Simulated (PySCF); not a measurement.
## Correlation energy of Se (selenium, neutral)

[Ar] 3d10 4s1 4p4 4d1, one real determinant (an excited configuration). Calculation: PySCF 2.14, in aug-cc-pVDZ-PP with ECP10MDF (5s4p3d, 32 functions); scalar relativity through the core potential. Frozen: 3s2 3p6 3d10; 6 electrons correlated.

```
  level  correlation energy (mhartree)
   CCSD                        -102.43
    (T)                          -7.29
CCSD(T)                        -109.72
  CCSDT                        -114.51
```

Diagnostics: T1 = 0.017, D1 = 0.0528, largest double amplitude 0.256.

Is a single reference adequate?

Not fully. The real determinant used has ⟨L²⟩ near 8 against 12 for a pure F term, so it mixes terms. The outer electron is Rydberg-like, and this basis confines it to a smaller radius and binds it less than a complete one would. A double-excitation amplitude exceeds 0.15, a sign of near-degeneracy.

The reference is one real determinant that mixes LS terms of this configuration.
